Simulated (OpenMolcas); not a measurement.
Pt2+ (d8) on a cation site of an ionic host was computed by CASSCF with the d shell active (OpenMolcas, ANO-RCC-VTZP on the metal). Its lowest spin-free states, and all those of the highest spin:

| 2S+1 | Degeneracy | E (cm-1) |
| --- | --- | --- |
| 3 | 3 | 0.0 |
| 3 | 3 | 9600 |
| 1 | 3 | 11968 |
| 1 | 2 | 12371 |
| 3 | 1 | 20392 |
| 3 | 3 | 20582 |
| 1 | 3 | 23292 |
| 1 | 1 | 23622 |
| 1 | 3 | 25852 |
| 1 | 2 | 33883 |
| 1 | 1 | 52636 |

Question: Is the site octahedral, tetrahedral or cube-like, axial, or of lower symmetry?

Answer: The states with 2S+1 = 3 have orbital degeneracies 3, 3, 1, 3. Threefold states need a cubic site. For d8 at this spin an octahedron puts the single A2 below the threefold T2 and a tetrahedron or cube puts the threefold T1 below the threefold T2, so the site is a tetrahedron or a cube, which this pattern cannot tell apart. The run had Pt2+ with its 8 nearest fluoride ions at 2.24 Å, on the Ca site of CaF2 (a = 5.46294 Å, distance in the model lattice 2.366 Å). The rest of the host is ab initio model potentials to 7.6 Å and point charges beyond; the distance is set by hand and nothing relaxes. Ligand basis ANO-RCC-VDZP.

Without dynamic correlation the repulsion within the d shell is too large (B by tens of per cent), so at a given field states of lower spin stand too high. Real 4d8 and 5d8 ions are as a rule square planar and diamagnetic. With metal d orbitals alone the field can be off either way by tens of per cent. Ligand-to-metal charge-transfer states are missing. With no ligand orbital active B as a rule stays too high, so bands that hang on it stand too high and its fall with covalency is understated. The distance lies 2 % under the 2.284 Å that this model takes as the normal distance (a Shannon-type radius plus a fixed donor radius, weighted with the host); by an R⁻⁵ law this alone changes a d-shell field by about +10 %. No measured value stands beside these numbers; the geometry was set by hand and not optimised.
